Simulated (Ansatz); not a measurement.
CH₅InS⁻, that is InH2(SMe) with one electron more. Charge -1, multiplicity 2. Geometry B3LYP-D4/def2-TZVP, that of the neutral singlet; atoms count from 1.

Cartesian coordinates in Å:
```
In 1.245 0.809 -1.150
H 0.737 -0.495 -2.155
H 2.392 2.052 -1.440
S 0.146 0.875 0.980
C -0.959 -0.592 0.938
H -0.977 -1.059 -0.044
H -1.966 -0.271 1.198
H -0.616 -1.318 1.673
```

In the def2 sets In takes a core potential; there is no spin–orbit coupling. The highest occupied level of the charge -1 doublet lies above zero (up to 1.29 eV). By energy differences its removal costs 0.21 eV (vertical, to the charge 0 singlet, at PBE0-D4/def2-TZVPD); a positive level beside a positive removal energy at the same level points to self-interaction error.

Question: Estimate the Mulliken populations from the PBE0/def2-TZVPD orbitals of Ansatz.

Answer: 
| atom | charge (e) | spin (α − β) |
| --- | --- | --- |
| In1 | -0.32 | 1.09 |
| H2 | -0.11 | -0.05 |
| H3 | -0.11 | -0.04 |
| S4 | -0.55 | 0.01 |
| C5 | -0.44 | 0.00 |
| H6 | 0.20 | 0.00 |
| H7 | 0.16 | 0.00 |
| H8 | 0.17 | -0.01 |
Mulliken values and Mayer orders depend strongly on the basis. With diffuse functions, as here, like atoms can get unlike values, and bond orders can come out too low or too high.

Question: Where does the spin sit?

Answer: Summed by element: In 1.09, H -0.10, S 0.01, C 0.00, of 1 unpaired in all. Largest on single atoms: In1 1.09, H2 -0.05, H3 -0.04.

Question: And the Mayer bond orders between bonded heavy atoms (over 0.3)?

Answer: In1–S4 0.80 (2.40 Å); S4–C5 0.86 (1.84 Å).
